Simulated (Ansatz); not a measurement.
CH$_{6}$FGaSi$_{2}$ (`F[Si@H]1[GaH][C@@H]1[SiH3]`), charge 0, multiplicity 1.

Q: Give a relaxed structure at PBE0-D4/def2-TZVP (the Gaussian-basis code of Ansatz). (Best estimate.)

A: Ansatz gave: 
```xyz
11

F     0.528   -2.986    0.130
Si   -0.374   -1.672   -0.012
Ga   -1.348   -0.378    1.604
C     0.300   -0.002    0.390
Si    0.641    1.279   -0.898
H    -1.047   -1.715   -1.333
H    -1.915    0.492    2.758
H     1.051    0.028    1.193
H    -0.425    1.221   -1.936
H     0.638    2.648   -0.311
H     1.950    1.084   -1.585
```
This is one stationary point; other conformers may exist.
